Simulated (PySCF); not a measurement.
**Removing an electron from `C#[C][GeH2][CH2]N`**

Species: C3H7GeN.
Geometry (PBE0-D3(BJ)/def2-SVP, Å), atoms numbered from 1 in this order:
```xyz
12
C3H7GeN angstrom
C      2.7479   -0.4792   -0.1118
C      1.7597    0.1917    0.1212
Ge     0.1593    1.1720    0.4764
C     -1.3088   -0.1221    0.3696
N     -1.2938   -0.7490   -0.9345
H      3.6285   -1.0622   -0.3197
H      0.2762    1.7907    1.8815
H      0.0292    2.2724   -0.5870
H     -2.2447    0.4469    0.5013
H     -1.2303   -0.8052    1.2419
H     -2.0554   -1.4173   -1.0315
H     -0.4277   -1.2673   -1.0719
```

Level: CAM-B3LYP/def2-SVPD (PySCF). Frontier orbitals with their largest atomic shares (Löwdin; up to four atoms above 4 %):

```json
{"orbital": "HOMO−3", "ε (eV)": "-10.63", "main atoms": "C4 26 %, Ge3 19 %, N5 14 %, C2 13 %"}
{"orbital": "HOMO−2", "ε (eV)": "-9.46", "main atoms": "C2 35 %, C1 35 %, C4 8 %, N5 7 %"}
{"orbital": "HOMO−1", "ε (eV)": "-9.40", "main atoms": "C2 39 %, C1 39 %, Ge3 8 %, H8 5 %"}
{"orbital": "HOMO", "ε (eV)": "-8.40", "main atoms": "?"}
{"orbital": "LUMO", "ε (eV)": "0.96", "main atoms": "Ge3 28 %, C1 14 %, C4 12 %, C2 12 %"}
{"orbital": "LUMO+1", "ε (eV)": "1.33", "main atoms": "Ge3 30 %, C1 24 %, C2 19 %, H8 10 %"}
{"orbital": "LUMO+2", "ε (eV)": "1.41", "main atoms": "C1 28 %, C2 24 %, Ge3 23 %, H7 8 %"}
```

**Question.** What vertical ionisation energy does ΔSCF give, and how far is −ε(HOMO) from it?

**Answer.** ΔSCF: 9.31 eV (898 kJ/mol; threshold wavelength 133 nm); ⟨S²⟩ of the doublet left behind is 0.757, against 0.75 for a pure doublet. −ε(HOMO) is 8.40 eV, 0.91 eV below it. In exact Kohn–Sham theory the two would be equal; CAM-B3LYP (range-separated hybrid) falls short of its own ΔSCF value by 10 %. Holes in the HOMO−1 and HOMO−2 were tried too where these lie within 1.2 eV of the HOMO; the lowest converged state counts.

**Question.** On which atoms does the HOMO lie?

**Answer.** N5 (primary amine nitrogen) 55 %, C4 (sp3 carbon bound to nitrogen) 16 %, H10 (methylene hydrogen) 7 %, H11 (N–H hydrogen) 5 %. The HOMO−1 lies 1.00 eV lower.

**Question.** How many of the 10 lowest singlet excitations (vertical TDDFT, same level) lie below the ionisation energy?

**Answer.** All 10; they run from 6.10 to 7.88 eV.

**Question.** What kinetic energy would electrons from this vertical process carry with He II light (40.814 eV)?

**Answer.** 40.81 − 9.31 = 31.50 eV.

**Question.** With α = 73.8 au, estimate the like-pair dispersion coefficient by London's formula C6 = (3/4)α²I.

**Answer.** I = 0.3421 Eh, so C6 ≈ 1400 au; the Casimir–Polder integral at the same level gives 2010 au, 1.44 times as much.

The structure is a single PBE0-D3(BJ)/def2-SVP conformer in the gas phase; no vibrational or solvent corrections. The calculation is non-relativistic, for germanium too.
